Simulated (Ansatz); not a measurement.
System: sum formula AlN$_{3}$H$_{6}$, net charge 0, singlet state. 
Coordinates optimised at B3LYP-D3(BJ)/def2-TZVP (Ansatz, a first-principles code):
```
Al
N 1 1.7743
H 2 1.0069 1 124.98
H 2 1.0069 3 110.03 1 180.00
N 1 1.7743 2 120.00 3 -166.93
H 5 1.0069 1 124.98 2 -166.93
H 5 1.0069 6 110.03 1 -180.00
N 1 1.7743 2 120.00 3 13.07
H 8 1.0069 1 124.98 2 13.07
H 8 1.0069 9 110.03 1 180.00
```
Charge 0, spin multiplicity 1.

Atomisation energy built up term by term with Ansatz (kcal/mol; UHF references for open shells; valence terms freeze the core; atomic spin-orbit terms are left out). Basis-set limits of correlation are two-point, X^-3; Hartree-Fock from the larger set.

| term | basis | kcal/mol |
|---|---|---|
| Hartree-Fock | aug-cc-pV(Q+d)Z | 559.35 |
| CCSD correlation | CBS(aug-cc-pV(T+d)Z,aug-cc-pV(Q+d)Z) | 256.78 |
| (T) | CBS(aug-cc-pV(T+d)Z,aug-cc-pV(Q+d)Z) | 14.35 |
| core correlation | cc-pwCVTZ | 1.80 |
| scalar relativity (X2C) | cc-pVTZ-DK against cc-pVTZ | -1.40 |
| sum: De |  | 830.9 |

(T) makes 1.7 % of the CCSD(T) atomisation energy; under 5 % is typical of single-reference molecules.
